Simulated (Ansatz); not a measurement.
```xyz
8

C     0.1249   -1.1498    0.0918
Hf   -0.0701    1.0320   -0.0033
F    -1.0638    1.5193    1.5349
F     1.7009    1.7023    0.0699
Cl   -1.1704    1.5274   -2.0161
H    -0.8577   -1.6344    0.0699
H     0.6325   -1.4660    1.0100
H     0.7036   -1.5309   -0.7571
```

Charge 0, multiplicity 1. Hf: def2 effective core potential.

(1) List the PBE0/def2-TZVPP orbital energies in eV (Ansatz). (An estimate is asked.)

## Answers

(1) Computed: Occupied: -2767.43, -673.86, -673.86, -277.85, -259.29, -197.51, -197.47, -197.46, -69.23, -38.37, -37.94, -37.37, -32.05, -31.53, -22.66, -19.31, -13.14, -12.97, -12.52, -12.52, -12.34, -11.98, -11.55, -11.47, -10.72, -9.77, -9.73, -8.55. Lowest empty: -1.20, -0.92, -0.41, -0.16, 0.10, 0.21, 1.93, 2.84.
